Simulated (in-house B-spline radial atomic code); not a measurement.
Mn6+: [Ar] 6f1 (an excited or competing configuration)

Computed with a B-spline radial code for spherical atoms: Dirac-Hartree-Fock, average of configuration, Fermi nucleus of rms radius 3.7057 fm.

Z_r = [3n² - l(l+1)]/(2<r>); Z_e = n√(-2ε); the last column is Slater's effective charge. Values are occupation-weighted means over j.

| shell | electrons | ε (eV) | <r> (bohr) | Z_r | Z_e | Slater |
| --- | --- | --- | --- | --- | --- | --- |
| 1s | 2 | -6740.9 | 0.06087 | 24.64 | 22.26 | 24.70 |
| 2s | 2 | -947.43 | 0.277 | 21.66 | 16.69 | 20.85 |
| 2p | 6 | -820.55 | 0.2456 | 20.36 | 15.53 | 20.85 |
| 3s | 2 | -231.23 | 0.7932 | 17.02 | 12.37 | 13.75 |
| 3p | 6 | -190.32 | 0.8157 | 15.32 | 11.22 | 13.75 |
| 6f | 1 | -19.004 | 6.623 | 7.25 | 7.09 | 7.00 |

The least bound orbital is 6f7/2 at -19 eV, and it is also the most diffuse (<r> = 6.623 bohr).

Spin-orbit splittings of the orbital energies (j = l + 1/2 above j = l - 1/2 when positive): 2p 10.6 eV, 3p 1.635 eV, 6f 0.0003471 eV.

For the 1s electron the small component carries 0.807 % of the norm, the zero-frequency Breit interaction raises the level by 7.419 eV, self-energy by 3.602 eV, and vacuum polarisation lowers it by 0.3002 eV.
